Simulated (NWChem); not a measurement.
System: p-cresol (C7H8O); SMILES c1(ccc(cc1)O)C

NWChem printed, in part:

```
             Northwest Computational Chemistry Package (NWChem) 7.3.0
             --------------------------------------------------------

                             Geometry "geometry" -> ""
                             -------------------------

 Output coordinates in angstroms (scale by  1.889725989 to convert to a.u.)

  No.       Tag          Charge          X              Y              Z
 ---- ---------------- ---------- -------------- -------------- --------------
    1 C                    6.0000    -0.00247900    -2.89195400     0.01410700
    2 C                    6.0000    -0.00329700    -1.38324400    -0.01223800
    3 C                    6.0000     1.19927300    -0.65003500    -0.01122500
    4 C                    6.0000     1.20378600     0.75213100    -0.00208800
    5 C                    6.0000    -0.01120100     1.46380700     0.00457900
    6 O                    8.0000    -0.07172300     2.82609800     0.01021600
    7 C                    6.0000    -1.22434800     0.74810300    -0.00086200
    8 C                    6.0000    -1.20975800    -0.65102500    -0.00989300
    9 H                    1.0000    -0.89363300    -3.30948900    -0.49560700
   10 H                    1.0000     0.89846500    -3.30897200    -0.47842400
   11 H                    1.0000    -0.01290800    -3.28047700     1.05592800
   12 H                    1.0000     2.16132700    -1.18702700    -0.01990900
   13 H                    1.0000     2.16015300     1.30177500    -0.00530100
   14 H                    1.0000     0.83982700     3.17199200     0.01090900
   15 H                    1.0000    -2.16931700     1.31052600    -0.00282800
   16 H                    1.0000    -2.16859900    -1.19393800    -0.01759700

 Effective nuclear repulsion energy (a.u.)     339.9841423567

                                 NWChem DFT Module
                                 -----------------

 Summary of "ao basis" -> "ao basis" (spherical)
 ------------------------------------------------------------------------------
       Tag                 Description            Shells   Functions and Types
 ---------------- ------------------------------  ------  ---------------------
 C                          def2-svp                 6       14   3s2p1d
 O                          def2-svp                 6       14   3s2p1d
 H                          def2-svp                 3        5   2s1p

 in cosmo_initialize ...
 calling solv_data for solv:dcm

[...]

                                COSMO-SMD solvation results
                                ---------------------------

             internal energy in gas <Psi(g)|H|Psi(g)> =      -346.133615252293
         internal energy in solvent <Psi(s)|H|Psi(s)> =      -346.132250114800
                               delta internal energy  =         0.001365137494 (    0.86 kcal/mol)
   total free energy in solvent <Psi(s)|H+V/2|Psi(s)> =      -346.143434350031
 polarization energy contribution <Psi(s)|V/2|Psi(s)> =        -0.011184235231 (   -7.02 kcal/mol)
    total free energy in solvent including G(SMD-CDS) =      -346.148229768631
                       G(SMD-CDS) energy contribution =        -0.004795418601 (   -3.01 kcal/mol)
     1 M fixed-concentration free energy of solvation =        -0.014614516338 (   -9.17 kcal/mol)

                       DFT Final Molecular Orbital Analysis
                       ------------------------------------

 Vector   27  Occ=2.000000D+00  E=-3.426226D-01
              MO Center= -6.9D-03,  1.0D-01,  4.0D-02, r^2= 5.6D+00
   Bfn.  Coefficient  Atom+Function         Bfn.  Coefficient  Atom+Function
  ----- ------------  ---------------      ----- ------------  ---------------
    76      0.345612   6 O  pz               79      0.260943   6 O  pz
    34     -0.219448   3 C  pz              104     -0.215493   8 C  pz
    20     -0.188459   2 C  pz                6      0.169447   1 C  pz
    48     -0.162025   4 C  pz              123      0.156894  11 H  s
    90     -0.155791   7 C  pz               37     -0.138081   3 C  pz

 Vector   28  Occ=2.000000D+00  E=-2.716272D-01
              MO Center= -2.3D-02,  6.5D-02, -5.3D-03, r^2= 3.0D+00
   Bfn.  Coefficient  Atom+Function         Bfn.  Coefficient  Atom+Function
  ----- ------------  ---------------      ----- ------------  ---------------
    48      0.300100   4 C  pz               90     -0.298190   7 C  pz
   104     -0.297487   8 C  pz               34      0.288457   3 C  pz
    51      0.219928   4 C  pz               93     -0.216946   7 C  pz
   107     -0.212345   8 C  pz               37      0.205460   3 C  pz

 Vector   29  Occ=2.000000D+00  E=-2.323321D-01
              MO Center= -7.1D-03,  3.4D-01,  1.6D-02, r^2= 4.4D+00
   Bfn.  Coefficient  Atom+Function         Bfn.  Coefficient  Atom+Function
  ----- ------------  ---------------      ----- ------------  ---------------
    20      0.313740   2 C  pz               76      0.302326   6 O  pz
    62     -0.279723   5 C  pz               79      0.257280   6 O  pz
    23      0.241166   2 C  pz               90     -0.204208   7 C  pz
    48     -0.201251   4 C  pz               51     -0.167693   4 C  pz
    65     -0.167391   5 C  pz               93     -0.167838   7 C  pz

 Vector   30  Occ=0.000000D+00  E=-1.085083D-02
              MO Center= -1.2D-02,  1.1D-02, -8.3D-03, r^2= 3.6D+00
   Bfn.  Coefficient  Atom+Function         Bfn.  Coefficient  Atom+Function
  ----- ------------  ---------------      ----- ------------  ---------------
    37      0.453104   3 C  pz               93      0.449220   7 C  pz
   107     -0.442590   8 C  pz               51     -0.440302   4 C  pz
    34      0.317232   3 C  pz               90      0.312930   7 C  pz
   104     -0.311485   8 C  pz               48     -0.304951   4 C  pz
     7      0.126723   1 C  px              119     -0.112223  10 H  s

[...]
```

Level: PBE0/def2-SVP, SMD on the gas-phase geometry. Geometry: optimised at PBE-D3(BJ)/def2-SVP. No frequency run checked for a minimum. Solvent: dichloromethane.

Question: Which NWChem input produces such a log?

Answer: This is not unique; one that fits is the input that was run:
```
start job
memory heap 200 mb stack 900 mb global 1100 mb
geometry units angstroms noautosym nocenter noautoz
  C     -0.002479    -2.891954     0.014107
  C     -0.003297    -1.383244    -0.012238
  C      1.199273    -0.650035    -0.011225
  C      1.203786     0.752131    -0.002088
  C     -0.011201     1.463807     0.004579
  O     -0.071723     2.826098     0.010216
  C     -1.224348     0.748103    -0.000862
  C     -1.209758    -0.651025    -0.009893
  H     -0.893633    -3.309489    -0.495607
  H      0.898465    -3.308972    -0.478424
  H     -0.012908    -3.280477     1.055928
  H      2.161327    -1.187027    -0.019909
  H      2.160153     1.301775    -0.005301
  H      0.839827     3.171992     0.010909
  H     -2.169317     1.310526    -0.002828
  H     -2.168599    -1.193938    -0.017597
end
basis spherical
  * library def2-svp
end
dft
  xc pbe0
  iterations 150
end
cosmo
  do_cosmo_smd true
  solvent dcm
end
task dft energy
```
